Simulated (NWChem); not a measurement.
System meant: SiH₃O₄ anion

NWChem input:

```
start job
memory heap 200 mb stack 900 mb global 1100 mb
charge -1
geometry units angstroms noautoz
  O     -0.001154     1.571015     0.332237
  Si     0.000208     0.025464     0.005247
  O     -1.422536    -0.578093    -0.731916
  O      1.228197    -0.507492    -1.062268
  O      0.196466    -1.016818     1.349690
  H     -1.894754     0.158667    -1.131945
  H      1.938725     0.141316    -1.059175
  H     -0.045098    -0.535016     2.146811
end
basis spherical
  * library def2-svp
end
dft
  xc xpbe96 cpbe96
  iterations 4
  mulliken
end
task dft energy
```

End of the output:

```
    Atom       Charge   Shell Charges
 -----------   ------   -------------------------------------------------------
    1 O    8     8.58   1.97  0.95  0.72  2.66  2.27  0.01
    2 Si  14    13.73   2.00  1.92  0.57  0.24  5.81  1.19  1.00  1.00
    3 O    8     8.27   1.97  0.88  0.62  2.70  2.08  0.01
    4 O    8     8.27   1.97  0.88  0.62  2.70  2.08  0.01
    5 O    8     8.27   1.97  0.89  0.62  2.70  2.08  0.01
    6 H    1     0.96   0.57  0.20  0.19
    7 H    1     0.96   0.57  0.20  0.19
    8 H    1     0.96   0.57  0.20  0.19

 center of mass
 --------------
 x =  -0.00005081 y =   0.00041587 z =   0.00006848

 moments of inertia (a.u.)
 ------------------
         463.126317407417          -0.000000000000           0.000000000000
          -0.000000000000         460.798984813980           0.000000000000
           0.000000000000           0.000000000000         463.304228773776

     Multipole analysis of the density
     ---------------------------------

     L   x y z        total         alpha         beta         nuclear
     -   - - -        -----         -----         ----         -------
     0   0 0 0     -1.000000    -25.000000    -25.000000     49.000000

     1   1 0 0     -0.001381     -0.000690     -0.000690      0.000000
     1   0 1 0      0.195880      0.097940      0.097940      0.000000
     1   0 0 1     -0.013845     -0.006922     -0.006922     -0.000000

     2   2 0 0    -27.065630    -77.665216    -77.665216    128.264801
     2   1 1 0      0.151540     -0.017167     -0.017167      0.185874
     2   1 0 1      0.010962     -0.000518     -0.000518      0.011998
     2   0 2 0    -37.751975    -77.125667    -77.125667    116.499358
     2   0 1 1      0.667775     -0.073421     -0.073421      0.814617
     2   0 0 2    -27.084061    -77.613771    -77.613771    128.143480

 ------------------------------------------------------------------------
 dft energy failed                                                                                  0
 ------------------------------------------------------------------------
 ------------------------------------------------------------------------
  current input line :
    22: task dft energy
 ------------------------------------------------------------------------
 ------------------------------------------------------------------------
 This type of error is most commonly associated with calculations not reaching convergence criteria
 ------------------------------------------------------------------------
 For more information see the NWChem manual at https://nwchemgit.github.io

0:dft energy failed:Received an Error in Communication
```

### Question
What is wrong, and how is it mended?

### Answer
Convergence was not reached. Cause: the SCF was allowed too few iterations. This input runs:
```
start job
memory heap 200 mb stack 900 mb global 1100 mb
charge -1
geometry units angstroms noautoz
  O     -0.001154     1.571015     0.332237
  Si     0.000208     0.025464     0.005247
  O     -1.422536    -0.578093    -0.731916
  O      1.228197    -0.507492    -1.062268
  O      0.196466    -1.016818     1.349690
  H     -1.894754     0.158667    -1.131945
  H      1.938725     0.141316    -1.059175
  H     -0.045098    -0.535016     2.146811
end
basis spherical
  * library def2-svp
end
dft
  xc xpbe96 cpbe96
  iterations 150
  mulliken
end
task dft energy
```
It converges to -591.59977 Ha (PBE/def2-SVP).
